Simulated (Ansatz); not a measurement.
`O[Si](O)(O)F` + `[OH][Al]([F])[Cl]` → `O[Si](O)(O)[O][Al]([F])[Cl]` + H–F  (ligand exchange at the Si–F bond)

Calculated with Ansatz (gas phase, PBE0-D4/def2-TZVP geometries, no zero-point term in ΔE). CCSD(T)/CBS is the MP2 limit (def2-TZVPP, def2-QZVPP) plus CCSD(T) − MP2 in def2-TZVPP, frozen cores. This one scheme is used for every species. DFT in def2-TZVPP. Each species was taken in one conformer, which may not be the lowest.

Is it downhill or uphill in electronic energy at CCSD(T)/CBS, and by how much? (Estimate.)

Computed: Uphill: ΔE = +0.16 eV.

What do these levels give: LDA (SPW92), PBE0-D4, ωB97X-V, PBE, revPBE, MP2/def2-SVP? (Best estimate.)

Computed: LDA (SPW92) 0.24, PBE0-D4 0.18, ωB97X-V 0.21, PBE 0.29, revPBE 0.30, MP2/def2-SVP 0.14 eV.

Largest T1 diagnostic among the species: 0.011.

In def2-TZVPP, CCSD(T) changes the Hartree–Fock value by −0.07 eV (the triples alone add −0.01 eV) and MP2 by −0.07 eV. From PBE to PBE0 (25 % exact exchange), in def2-TZVPP and without D4, ΔE moves by −0.04 eV. Leaving LDA and LC-ωPBE aside and taking each functional with its dispersion term where it has one, the values, not all of them listed here, spread over 0.10 eV, from BHLYP-D4 to B97M-V. LDA lies −0.05 eV from PBE without D4.
